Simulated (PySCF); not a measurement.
Potential energy curve for CH3Br, SMILES CBr. The C1–Br5 bond (C1 also carries H, H, H; Br5 carries nothing else) is varied alone, starting from the PBE0/def2-TZVP optimised geometry.

UKS-PBE = PySCF with unrestricted PBE/def2-TZVP; RHF/def2-TZVP (PySCF); UKS-LDA (SVWN5) = unrestricted LDA (SVWN5)/def2-TZVP (PySCF 2.14.0).

Magnitude of the dipole moment (D; its direction can reverse along the curve, and a method can change to another solution) and Mulliken charge of the fragment that holds C1:

| R / Å | μ UKS-PBE | q UKS-PBE | μ RHF | q RHF | μ UKS-LDA (SVWN5) | q UKS-LDA (SVWN5) |
|---|---|---|---|---|---|---|
| 1.56 | 1.52 | 0.03 | 1.65 | -0.01 | 1.59 | 0.07 |
| 1.63 | 1.55 | 0.05 | 1.69 | 0.02 | 1.61 | 0.07 |
| 1.76 | 1.65 | 0.08 | 1.83 | 0.08 | 1.70 | 0.08 |
| 1.80 | 1.69 | 0.09 | 1.89 | 0.10 | 1.73 | 0.09 |
| 1.87 | 1.77 | 0.10 | 2.02 | 0.13 | 1.81 | 0.10 |
| 1.93 | 1.84 | 0.12 | 2.15 | 0.15 | 1.88 | 0.11 |
| 2.00 | 1.94 | 0.13 | 2.32 | 0.18 | 1.98 | 0.12 |
| 2.03 | 1.99 | 0.14 | 2.40 | 0.19 | 2.03 | 0.13 |
| 2.11 | 2.12 | 0.16 | 2.63 | 0.21 | 2.15 | 0.14 |
| 2.27 | 2.40 | 0.18 | 3.16 | 0.26 | 2.43 | 0.17 |
| 2.38 | 2.61 | 0.19 | 3.58 | 0.28 | 2.63 | 0.18 |
| 2.63 | 3.08 | 0.21 | 4.61 | 0.33 | 3.09 | 0.20 |
| 2.92 | 3.59 | 0.22 | 5.90 | 0.39 | 3.61 | 0.21 |
| 3.20 | 3.70 | 0.20 | 7.18 | 0.43 | 4.06 | 0.22 |
| 3.47 | 3.58 | 0.18 | 8.38 | 0.47 | 4.11 | 0.21 |
| 3.85 | 3.36 | 0.15 | 9.95 | 0.51 | 4.04 | 0.19 |
| 4.24 | 3.18 | 0.13 | 11.39 | 0.54 | 3.96 | 0.17 |
| 4.68 | 3.07 | 0.11 | 12.79 | 0.55 | 3.94 | 0.15 |
| 5.24 | 3.04 | 0.10 | 14.32 | 0.55 | 4.02 | 0.14 |
| 5.84 | 3.12 | 0.09 | 15.74 | 0.55 | 4.20 | 0.13 |

The unrestricted determinant behind UKS-PBE is spin-contaminated at 3.20 to 5.84 Å (<S²> up to 0.9, against 0.00 for a pure singlet). The restricted form behind RHF keeps the bonding electrons paired and can't separate into open-shell fragments. The unrestricted determinant behind UKS-LDA (SVWN5) is spin-contaminated at 3.47 to 5.84 Å (<S²> up to 0.9, against 0.00 for a pure singlet). At the longest distance UKS-LDA (SVWN5) leaves fractional charges on the fragments, a sign of delocalisation error or of the restricted form.
